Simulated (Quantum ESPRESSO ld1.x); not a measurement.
Results of a calculation; reference values are marked as such.
Task: The mean radii <r> (bohr) of the occupied orbitals of an atom or ion are listed with their occupations. Level of theory: non-relativistic Kohn-Sham, LDA (Slater exchange, Perdew-Zunger correlation), spin-polarised, spherical densities, point nucleus (ld1.x of Quantum ESPRESSO 7.5).

orbital  occ.     <r>
1s up       1  0.5893
1s down     1  0.5883
2s up       1   3.823

Name the element and its charge. Open shells, if any, are filled with parallel spins first.

Result: Z = 3, lithium, charge 0: Li in [He] 2s1. The 1s radius gives Z: for a bare nucleus <r> = 1.5/Z, 0.5 bohr for Z = 3, and screening makes it slightly larger (0.5893 here). The occupations add up to 3, and the charge is Z minus that.
